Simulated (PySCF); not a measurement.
Calculation: PySCF with PBE-D3(BJ)/def2-TZVP // B3LYP-D3(BJ)/def2-TZVP. All species are isolated molecules in the gas phase. Excitations are Tamm–Dancoff values on a coarser integration grid. The basis has no diffuse functions, so Rydberg states are missing or too high.

Reference species (SMILES): `[SiH3]B([SiH3])[SiH3]` (neutral, multiplicity 1).

```json
{
 "HOMO–LUMO gap": "2.77 eV",
 "T1 excitation (TDA)": "2.33 eV",
 "S1–T1 gap (TDA)": "0.70 eV"
}
```

Changed species: `B(N)([SiH3])N` (1 of 3 NH2 replaced by SiH3; the reference has 3 of 3 NH2 replaced by SiH3).

Problem. What does the change do to the HOMO–LUMO gap, T1 excitation (TDA) and S1–T1 gap (TDA)?

Solution. the HOMO–LUMO gap rises by 2.64 eV, to 5.41 eV; the T1 excitation (TDA) goes up by 2.77 eV, to 5.10 eV; the S1–T1 gap (TDA) is nearly the same.
